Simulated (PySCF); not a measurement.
## Electron correlation in Fe (iron, neutral)

Starting occupation: [Ar] 3d6 4s1 4p1, 3d3/2 with m_j = +3/2, 3d5/2 with m_j = -3/2, -1/2, +1/2, +3/2, +5/2, 4s1/2 with m_j = +1/2, 4p3/2 with m_j = +3/2. Calculation: PySCF 2.14, in x2c-TZVPall-2c with one added diffuse shell each of s, p, d type (7s8p5d1f, 63 functions); X2C-1e with screened-nucleus spin-orbit coupling, Gaussian nucleus. Frozen: [Ne]; 16 electrons correlated; the 6 highest virtual spinors left out.

MP2 pair energies summed by pair of shells (mhartree):

```json
{"pair": "3d-3p", "energy": "-152.20", "share (%)": "38.0"}
{"pair": "3d-3d", "energy": "-103.14", "share (%)": "25.8"}
{"pair": "3p-3p", "energy": "-64.62", "share (%)": "16.1"}
{"pair": "3d-3s", "energy": "-24.29", "share (%)": "6.1"}
{"pair": "3p-3s", "energy": "-23.51", "share (%)": "5.9"}
{"pair": "3d-4s", "energy": "-10.84", "share (%)": "2.7"}
{"pair": "3p-4s", "energy": "-6.85", "share (%)": "1.7"}
{"pair": "3d-4p", "energy": "-5.66", "share (%)": "1.4"}
{"pair": "3s-3s", "energy": "-3.22", "share (%)": "0.8"}
{"pair": "4p-4s", "energy": "-2.72", "share (%)": "0.7"}
{"pair": "3p-4p", "energy": "-2.71", "share (%)": "0.7"}
{"pair": "3s-4s", "energy": "-0.55", "share (%)": "0.1"}
{"pair": "3s-4p", "energy": "-0.18", "share (%)": "0.0"}
```

Total MP2 correlation energy: -400.48 mhartree.

The GHF reference relaxed away from the jj start to a determinant that is no pure jj level (⟨S²⟩ = 12.00, ⟨J²⟩ = 42.01); the energies belong to that determinant.

This basis was not built for core-valence correlation, so the inner-shell part is incomplete.
